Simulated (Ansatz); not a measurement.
Cost and result for the atomization energy of C2H9AlOSi, SMILES `C[C](O)([AlH2])[SiH3]` (14 atoms, 13 bonds).

Cartesian coordinates in Å:
```
C 0.421 -1.035 1.067
C 0.245 0.195 0.178
O 1.439 1.003 0.160
Al -1.223 1.379 0.788
Si -0.142 -0.298 -1.608
H 0.722 -0.753 2.081
H -0.504 -1.615 1.136
H 1.198 -1.708 0.678
H 2.164 0.474 -0.194
H -2.669 0.728 0.898
H -0.970 2.904 1.128
H 1.102 -0.854 -2.219
H -0.557 0.898 -2.396
H -1.227 -1.314 -1.695
```

Total charge 0; spin multiplicity 1. Geometry: relaxed with PBE0-D4/def2-TZVP. It is one conformer, not always the lowest. Program: Ansatz. All runs use 4 threads of an Arm Neoverse V2 on a shared host. Times are those of one run each, without the atoms' runs, and a repeat can differ threefold. Electronic energies, without spin–orbit coupling; frozen cores. CCSD(T)/CBS adds CCSD(T) − MP2 in def2-TZVPP to the MP2 limit, and its time is that of the two runs behind it. T1 = 0.012. HSE06 is the plane-wave form, built on full-range PBE exchange.

CCSD(T)/CBS is a level of theory with its own doubt, some kJ/mol a heavy atom from the limit and from the frozen cores, so smaller differences don't rank the functionals.

```
                          level  functions  wall time  atomization (kJ/mol)  difference from CCSD(T)/CBS  per bond
         LDA (SPW92)/def2-TZVPP        303      1.5 s                5250.5                        593.7      45.7
PBE-D4/def2-TZVPP (with forces)        303        3 s                4679.3                         22.5       1.7
             PBE0-D4/def2-TZVPP        303      3.6 s                4624.5                        -32.3      -2.5
            BHLYP-D4/def2-TZVPP        303      3.7 s                4541.2                       -115.6      -8.9
            HSE06-D4/def2-TZVPP        303      3.9 s                4627.1                        -29.7      -2.3
              B2PLYP/def2-TZVPP        303      6.5 s                4584.7                        -72.1      -5.6
            PBE-QIDH/def2-TZVPP        303      6.5 s                4601.5                        -55.3      -4.3
               CCSD(T)/def2-SVP        123      6.5 s                4405.0                       -251.8     -19.4
             ωB97X-V/def2-TZVPP        303      9.5 s                4670.6                         13.8       1.1
              B97M-V/def2-TZVPP        303       11 s                4675.9                         19.1       1.5
                 MP2/def2-QZVPP        581       28 s                4638.4                        -18.4      -1.4
             CCSD(T)/def2-TZVPP        303     11 min                4539.3                       -117.5      -9.0
              CCSD(T)/CBS(def2)          –     12 min                4656.8                          0.0       0.0
```

The D4 term adds +51.2 kJ/mol with B3LYP and +27.1 kJ/mol with PBE0; it sums over pairs of atoms, weighted by their polarisabilities, and B3LYP, whose exchange is more repulsive, gets the larger term. Leaving LDA and LC-ωPBE aside and taking each functional with its dispersion term where it has one, the values spread over 138.2 kJ/mol, from BHLYP-D4 to PBE-D4. LDA lies +603.0 kJ/mol from PBE without D4, its usual overbinding. In def2-TZVPP, CCSD(T) changes the Hartree–Fock value by +1121.7 kJ/mol (the triples alone add +57.5 kJ/mol) and MP2 by +1151.1 kJ/mol; breaking electron pairs costs correlation energy, which Hartree–Fock lacks.

B3LYP here is the variant with VWN-RPA as its local correlation; programs differ in this.
